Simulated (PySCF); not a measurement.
H5AlGeO3 (SMILES [OH][Al]([OH])[O][GeH3]), singlet, geometry from GFN2-xTB (such geometries of metal compounds can be far from the true shape); HF/6-31G, polarisability in PySCF.

Input for PySCF:
```python
from pyscf import gto, scf
from pyscf.prop import polarizability

mol = gto.M(
    atom='''
Ge    1.76326776   -0.23111299    0.26278977
O     0.07612504   -0.01026237    0.00599907
Al   -1.57381175    0.20591482   -0.23493675
O    -2.19770607    1.69405838   -0.57717702
O    -2.62519911   -1.06106139   -0.13765988
H     2.46391786    0.95803954   -0.33265656
H     1.97078603   -0.31359133    1.74821583
H     2.15161441   -1.50845987   -0.42700416
H    -1.93034670    2.59449650   -0.69975429
H    -2.64674580   -1.99363890    0.02680700
''',
    basis='6-31g',
    verbose=4,
)

mf = scf.RHF(mol)
mf.kernel()
alpha = mf.Polarizability().polarizability()[2, 2]
print('alpha_zz =', alpha)
```

What the program printed (banner, timings and long lists left out):

```
site-packages/pyscf/prop/efg/rhf.py:45: UserWarning: Module EFG is under testing
  warnings.warn('Module EFG is under testing')
site-packages/pyscf/prop/efg/dhf.py:30: UserWarning: Module EFG is under testing
  warnings.warn('Module EFG is under testing')
site-packages/pyscf/prop/zfs/uhf.py:40: UserWarning: Module ZFS is under testing
  warnings.warn('Module ZFS is under testing')
site-packages/pyscf/prop/gtensor/uhf.py:43: UserWarning: Module g-tensor is under testing
  warnings.warn('Module g-tensor is under testing')
site-packages/pyscf/prop/gtensor/uks.py:41: UserWarning: Module g-tensor is under testing
  warnings.warn('Module g-tensor is under testing')
site-packages/pyscf/prop/hfc/uks.py:35: UserWarning: Module HFC is under testing
  warnings.warn('Module HFC is under testing')
site-packages/pyscf/prop/magnetizability/rhf.py:39: UserWarning: Module magnetizability is under testing
  warnings.warn('Module magnetizability is under testing')
site-packages/pyscf/prop/magnetizability/uhf.py:37: UserWarning: Module magnetizability is under testing
  warnings.warn('Module magnetizability is under testing')
site-packages/pyscf/prop/magnetizability/rks.py:37: UserWarning: Module magnetizability is under testing
  warnings.warn('Module magnetizability is under testing')
site-packages/pyscf/prop/magnetizability/uks.py:39: UserWarning: Module magnetizability is under testing
  warnings.warn('Module magnetizability is under testing')
site-packages/pyscf/prop/polarizability/uhf.py:34: UserWarning: Module polarizability is under testing
  warnings.warn('Module polarizability is under testing')
site-packages/pyscf/prop/polarizability/rks.py:29: UserWarning: Module polarizability is under testing
  warnings.warn('Module polarizability is under testing')
site-packages/pyscf/prop/polarizability/uks.py:29: UserWarning: Module polarizability is under testing
  warnings.warn('Module polarizability is under testing')
PySCF version 2.14.0

[INPUT] verbose = 4
[INPUT] num. atoms = 10
[INPUT] num. electrons = 74
[INPUT] charge = 0
[INPUT] spin (= nelec alpha-beta = 2S) = 0
[INPUT] symmetry False subgroup None
[INPUT] Mole.unit = angstrom
[INPUT] Symbol           X                Y                Z      unit          X                Y                Z       unit  Magmom
[...]
nuclear repulsion = 415.161631435306
number of shells = 43
number of NR pGTOs = 222
number of NR cGTOs = 77
basis = 6-31g
ecp = {}

******** <class 'pyscf.scf.hf.RHF'> ********
method = RHF
initial guess = minao
damping factor = 0
level_shift factor = 0
DIIS = <class 'pyscf.scf.diis.CDIIS'>
diis_start_cycle = 1
diis_space = 8
diis_damp = 0
SCF conv_tol = 1e-09
SCF conv_tol_grad = None
SCF max_cycles = 50
direct_scf = True
direct_scf_tol = 1e-13
Set gradient conv threshold to 3.16228e-05
Initial guess from minao.
init E= -2544.07511154194
[...]
cycle= 1 E= -2544.35962488555  delta_E= -0.285  |g|= 0.853  |ddm|= 2.92
[...]
cycle= 2 E= -2544.45426943402  delta_E= -0.0946  |g|= 0.531  |ddm|= 0.934
[...]
cycle= 3 E= -2544.50655796719  delta_E= -0.0523  |g|= 0.0454  |ddm|= 0.355
[...]
cycle= 4 E= -2544.50722391313  delta_E= -0.000666  |g|= 0.0164  |ddm|= 0.0766
[...]
cycle= 5 E= -2544.5072836144  delta_E= -5.97e-05  |g|= 0.00291  |ddm|= 0.0148
[...]
cycle= 6 E= -2544.50728796751  delta_E= -4.35e-06  |g|= 0.000606  |ddm|= 0.0061
[...]
cycle= 7 E= -2544.50728824495  delta_E= -2.77e-07  |g|= 0.000201  |ddm|= 0.00141
[...]
cycle= 8 E= -2544.50728826225  delta_E= -1.73e-08  |g|= 5.72e-05  |ddm|= 0.000343
[...]
cycle= 9 E= -2544.50728826389  delta_E= -1.64e-09  |g|= 1.06e-05  |ddm|= 0.000123
[...]
cycle= 10 E= -2544.50728826397  delta_E= -7.82e-11  |g|= 1.66e-06  |ddm|= 2.56e-05
[...]
Extra cycle  E= -2544.50728826396  delta_E= 3.64e-12  |g|= 7.36e-07  |ddm|= 2.9e-06
converged SCF energy = -2544.50728826396
Isotropic polarizability 37.3357554895
Polarizability anisotropy 8.46070214349
alpha_zz = 31.89000890442382
```
